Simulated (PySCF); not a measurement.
hydrogen bromide (BrH), SMILES Br.

Geometry optimised at PBE-D3(BJ)/def2-TZVPD.

Two levels are set side by side: TDDFT-PBE/def2-TZVPD (PySCF) and TDDFT-M06-2X/def2-TZVPD (PySCF). Vertical, same geometry. The lowest singlet is HOMO→LUMO 99 % with PBE and HOMO→LUMO 89 % with the other functional; states are paired by order. Differences are taken from unrounded values.

```csv
quantity,TDDFT-M06-2X,TDDFT-PBE,TDDFT-PBE minus TDDFT-M06-2X
lowest singlet excitation (eV),6.58,6.28,-0.30
lowest triplet excitation (TDA) (eV),6.12,5.74,-0.38
first bright state (f over 0.05) (eV),8.68,8.36,-0.32
its oscillator strength,0.06,0.15,0.09
```

Functionals without exact exchange tend to place singlet excitations lower, as here. Differences between two approximate levels are no errors against the true value.

Rough cost on one machine, each run with all the roots and properties that it gave: TDDFT-M06-2X against TDDFT-PBE about 7 times.
